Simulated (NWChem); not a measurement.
System meant: SiICl, singlet; SMILES I[Si]Cl

Input file for NWChem:

```
start job
memory heap 200 mb stack 900 mb global 1100 mb
geometry units angstroms noautoz
  Si     1.047998    -1.121946     0.000000
  Cl    -0.556282    -2.460664     0.000000
  I     -0.099068     1.090005     0.000000
end
basis spherical
  Si library def2-svp
  Cl library def2-svp
  I library def2-svp
end
dft
  xc xpbe96 cpbe96
  iterations 150
  mulliken
end
task dft energy
```

End of the output:

```
             Grid Information
             ----------------
          Grid used for XC integration:  medium
          Radial quadrature: Mura-Knowles
          Angular quadrature: Lebedev.
          Tag              B.-S. Rad. Rad. Pts. Rad. Cut. Ang. Pts.
          ---              ---------- --------- --------- ---------
          Si                  1.10       88           9.0       590
          Cl                  1.00       88          10.0       590
          I                   1.40      123          10.0       590
          Grid pruning is: on
          Number of quadrature shells:   299
          Spatial weights used:  Erf1

          Convergence Information
          -----------------------
          Convergence aids based upon iterative change in
          total energy or number of iterations.
          Levelshifting, if invoked, occurs when the
          HOMO/LUMO gap drops below (HL_TOL):  1.00D-02
          DIIS, if invoked, will attempt to extrapolate
          using up to (NFOCK): 10 stored Fock matrices.

                    Damping( 0%)  Levelshifting(0.5)       DIIS
                  --------------- ------------------- ---------------
          dE  on:    start            ASAP                start
          dE off:    2 iters        150 iters           150 iters

      Screening Tolerance Information
      -------------------------------
          Density screening/tol_rho:  1.00D-10
          AO Gaussian exp screening on grid/accAOfunc:  14
          CD Gaussian exp screening on grid/accCDfunc:  20
          XC Gaussian exp screening on grid/accXCfunc:  20
          Schwarz screening/accCoul:  1.00D-08

      Superposition of Atomic Density Guess
      -------------------------------------

      charge =      53.0 I (Iodine)

      symmetry species            s     p     d     f
      number of basis functions =10     7     6
      number of cont. functions = 4     4     2
      number of closed shells   = 5     3     2
      number of open shells     = 0     1     0
      open shell occupation     = 0     5     0
 ------------------------------------------------------------------------
 atomscf:atomd: error in atom scf                   0
 ------------------------------------------------------------------------
 ------------------------------------------------------------------------
  current input line :
    18: task dft energy
 ------------------------------------------------------------------------
 ------------------------------------------------------------------------
 This error has not yet been assigned to a category
 ------------------------------------------------------------------------
 For more information see the NWChem manual at https://nwchemgit.github.io

0:atomscf:atomd: error in atom scf:Received an Error in Communication
```

**Question.** Can this run be used? If not, why, and what is the fix?

**Answer.** The run crashed. Cause: the def2 basis of a heavy element holds valence functions alone and wants its effective core potential (without it all electrons must fit into that basis). This input runs:
```
start job
memory heap 200 mb stack 900 mb global 1100 mb
geometry units angstroms noautoz
  Si     1.047998    -1.121946     0.000000
  Cl    -0.556282    -2.460664     0.000000
  I     -0.099068     1.090005     0.000000
end
basis spherical
  * library def2-svp
end
ecp
  I library def2-ecp
end
dft
  xc xpbe96 cpbe96
  iterations 150
  mulliken
end
task dft energy
```
It converges to -1046.86558 Ha (PBE/def2-SVP with def2 effective core potentials on I).
